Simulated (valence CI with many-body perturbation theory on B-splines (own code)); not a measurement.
## Nb³⁴⁺: electric-dipole lines

Computed by configuration interaction combined with many-body perturbation theory (CI+MBPT): five valence electrons over a frozen Dirac-Fock core [He], radial functions for each j: 9 s, 9 p, 8 d, 6 f, 3 g, 1 h, with the one-electron correlation potential Σ1, the two-electron term Σ2, the three-electron term Σ3, Breit, model QED; selected CI, second order for the rest (own B-spline code, finite nucleus).

No measured spectrum was set against this ion. As an estimate, large intervals hold to a few tenths of a per cent, small ones and those within an open d or f shell to about a per cent. Among the levels kept, up to 2100 cm⁻¹ of a level comes from second order outside the variational space, and about a tenth of that is noise between levels of different J, which matters for small intervals.

Lines 151 to 200 of 247 in falling wavelength, among levels below 210.06 Ry, chosen from the strongest by gf and those to the six lowest levels. Wavelengths and rates use the calculated energies. Electric multipoles are in the length gauge, E1 and E2 with the static RPA response of the core. Weak lines are less certain than strong ones. Lines between different terms over intervals too small for the method are left out, as are lines whose strength nearly cancels. The highest levels of a list are the least certain.

Levels are named by their leading jj configuration (3d3/2^4 stands for four electrons in 3d with j = 3/2), which in mixed levels can hold well under half, so a name can repeat and another be missing. Letters in brackets count levels of one name in rising energy.

```csv
λ vac (nm),Upper,Lower,A (s⁻¹),S (a.u.)
0.4824,(2s^2 2p1/2^2 3d5/2) J=5/2,(2s^2 2p1/2 2p3/2^2) J=3/2,3.47e+11,1.15e-04
0.4797,(2s 2p1/2 2p3/2^2 3s) J=5/2 [a],(2s 2p1/2^2 2p3/2^2) J=5/2,7.80e+12,2.55e-03
0.4773,(2s 2p1/2 2p3/2^2 3s) J=3/2,(2s 2p1/2^2 2p3/2^2) J=5/2,2.19e+12,4.71e-04
0.4759,(2s^2 2p1/2 2p3/2 3s) J=3/2 [a],(2s^2 2p1/2^2 2p3/2) J=3/2,4.26e+12,9.07e-04
0.4755,(2s 2p1/2 2p3/2^2 3s) J=7/2,(2s 2p1/2^2 2p3/2^2) J=5/2,1.57e+13,6.67e-03
0.4749,(2s^2 2p1/2 2p3/2 3d3/2) J=3/2 [a],(2s^2 2p1/2 2p3/2^2) J=1/2,3.72e+12,7.86e-04
0.4749,(2s^2 2p1/2 2p3/2 3s) J=1/2,(2s^2 2p1/2^2 2p3/2) J=3/2,2.96e+12,3.13e-04
0.4745,(2s^2 2p1/2 2p3/2 3d3/2) J=1/2 [a],(2s^2 2p1/2 2p3/2^2) J=1/2,5.31e+12,5.60e-04
0.4743,(2s^2 2p3/2^2 3s) J=5/2,(2s^2 2p1/2 2p3/2^2) J=5/2,7.24e+12,2.29e-03
0.4736,(2s^2 2p1/2 2p3/2 3s) J=5/2,(2s^2 2p1/2^2 2p3/2) J=3/2,8.94e+12,2.81e-03
0.4735,(2s 2p1/2^2 2p3/2 3d3/2) J=5/2,(2s 2p1/2^2 2p3/2^2) J=5/2,6.37e+12,2.00e-03
0.4734,(2s^2 2p3/2^2 3s) J=3/2,(2s^2 2p1/2 2p3/2^2) J=5/2,4.98e+12,1.04e-03
0.4733,(2s 2p1/2^2 2p3/2 3d3/2) J=3/2,(2s 2p1/2^2 2p3/2^2) J=5/2,1.13e+13,2.37e-03
0.4733,(2s 2p1/2 2p3/2^2 3s) J=5/2 [b],(2s 2p1/2^2 2p3/2^2) J=5/2,3.83e+12,1.20e-03
0.4733,(2s 2p1/2^2 2p3/2 3d3/2) J=7/2,(2s 2p1/2^2 2p3/2^2) J=5/2,1.47e+12,6.16e-04
0.4729,(2s^2 2p1/2 2p3/2 3s) J=3/2 [b],(2s^2 2p1/2^2 2p3/2) J=3/2,1.93e+12,4.03e-04
0.4725,(2s^2 2p3/2^2 3s) J=1/2,(2s^2 2p1/2 2p3/2^2) J=1/2,1.56e+13,1.62e-03
0.4722,(2s^2 2p1/2 2p3/2 3d5/2) J=3/2 [a],(2s^2 2p1/2 2p3/2^2) J=1/2,3.59e+12,7.47e-04
0.4715,(2s^2 2p3/2^2 3s) J=5/2,(2s^2 2p1/2 2p3/2^2) J=3/2,9.09e+12,2.82e-03
0.4712,(2s^2 2p1/2 2p3/2 3d3/2) J=3/2 [a],(2s^2 2p1/2 2p3/2^2) J=5/2,4.39e+12,9.06e-04
0.4710,(2s^2 2p1/2 2p3/2 3d3/2) J=5/2 [a],(2s^2 2p1/2 2p3/2^2) J=5/2,2.30e+12,7.11e-04
0.4706,(2s^2 2p1/2 2p3/2 3d3/2) J=3/2 [b],(2s^2 2p1/2 2p3/2^2) J=1/2,6.24e+12,1.28e-03
0.4706,(2s^2 2p3/2^2 3s) J=3/2,(2s^2 2p1/2 2p3/2^2) J=3/2,1.84e+12,3.79e-04
0.4702,(2s^2 2p1/2 2p3/2 3d3/2) J=1/2 [b],(2s^2 2p1/2 2p3/2^2) J=1/2,8.49e+11,8.71e-05
0.4701,(2s^2 2p1/2 2p3/2 3d5/2) J=7/2 [a],(2s^2 2p1/2 2p3/2^2) J=5/2,3.92e+12,1.61e-03
0.4695,(2s^2 2p3/2^2 3d3/2) J=3/2,(2s^2 2p3/2^3) J=3/2,2.03e+11,4.16e-05
0.4695,(2s^2 2p3/2^2 3d3/2) J=5/2,(2s^2 2p3/2^3) J=3/2,1.11e+12,3.40e-04
0.4694,(2s^2 2p3/2^2 3d3/2) J=1/2,(2s^2 2p3/2^3) J=3/2,4.55e+11,4.64e-05
0.4692,(2s^2 2p1/2 2p3/2 3d3/2) J=7/2,(2s^2 2p1/2 2p3/2^2) J=5/2,5.62e+10,2.29e-05
0.4690,(2s^2 2p1/2^2 3d3/2) J=3/2,(2s^2 2p1/2^2 2p3/2) J=3/2,1.91e+13,3.88e-03
0.4688,(2s^2 2p1/2 2p3/2 3d5/2) J=5/2 [a],(2s^2 2p1/2 2p3/2^2) J=5/2,3.37e+12,1.03e-03
0.4687,(2s^2 2p1/2 2p3/2 3d5/2) J=3/2 [b],(2s^2 2p1/2 2p3/2^2) J=1/2,9.96e+13,2.02e-02
0.4685,(2s^2 2p1/2 2p3/2 3d3/2) J=3/2 [a],(2s^2 2p1/2 2p3/2^2) J=3/2,2.73e+12,5.54e-04
0.4682,(2s^2 2p1/2 2p3/2 3d5/2) J=1/2,(2s^2 2p1/2 2p3/2^2) J=1/2,1.12e+14,1.14e-02
0.4682,(2s^2 2p1/2 2p3/2 3d3/2) J=5/2 [a],(2s^2 2p1/2 2p3/2^2) J=3/2,1.31e+11,3.99e-05
0.4681,(2s^2 2p1/2 2p3/2 3d3/2) J=1/2 [a],(2s^2 2p1/2 2p3/2^2) J=3/2,8.96e+12,9.07e-04
0.4673,(2s^2 2p1/2 2p3/2 3d3/2) J=5/2 [b],(2s^2 2p1/2 2p3/2^2) J=5/2,3.89e+13,1.18e-02
0.4670,(2s^2 2p1/2 2p3/2 3d3/2) J=3/2 [b],(2s^2 2p1/2 2p3/2^2) J=5/2,1.85e+13,3.72e-03
0.4670,(2s 2p1/2^2 2p3/2 3p1/2) J=3/2 [a],(2s^2 2p1/2 2p3/2^2) J=1/2,2.75e+11,5.53e-05
0.4665,(2s^2 2p1/2^2 3d5/2) J=5/2,(2s^2 2p1/2^2 2p3/2) J=3/2,8.38e+13,2.52e-02
0.4661,(2s^2 2p1/2 2p3/2 3d5/2) J=5/2 [a],(2s^2 2p1/2 2p3/2^2) J=3/2,4.26e+13,1.28e-02
0.4659,(2s^2 2p1/2 2p3/2 3d5/2) J=3/2 [a],(2s^2 2p1/2 2p3/2^2) J=3/2,5.48e+13,1.09e-02
0.4657,(2s^2 2p1/2 2p3/2 3d5/2) J=5/2 [b],(2s^2 2p1/2 2p3/2^2) J=5/2,4.31e+13,1.29e-02
0.4653,(2s^2 2p1/2 2p3/2 3d5/2) J=7/2 [b],(2s^2 2p1/2 2p3/2^2) J=5/2,1.57e+14,6.25e-02
0.4651,(2s^2 2p1/2 2p3/2 3d5/2) J=3/2 [b],(2s^2 2p1/2 2p3/2^2) J=5/2,9.80e+12,1.95e-03
0.4646,(2s^2 2p1/2 2p3/2 3d3/2) J=5/2 [b],(2s^2 2p1/2 2p3/2^2) J=3/2,1.74e+13,5.17e-03
0.4644,(2s^2 2p1/2 2p3/2 3d3/2) J=3/2 [b],(2s^2 2p1/2 2p3/2^2) J=3/2,1.61e+13,3.18e-03
0.4639,(2s^2 2p1/2 2p3/2 3d3/2) J=1/2 [b],(2s^2 2p1/2 2p3/2^2) J=3/2,1.23e+13,1.21e-03
0.4635,(2s 2p1/2^2 2p3/2 3p1/2) J=3/2 [a],(2s^2 2p1/2 2p3/2^2) J=5/2,7.13e+11,1.40e-04
0.4632,(2s 2p1/2^2 2p3/2 3p1/2) J=5/2,(2s^2 2p1/2 2p3/2^2) J=5/2,1.17e+11,3.43e-05
```
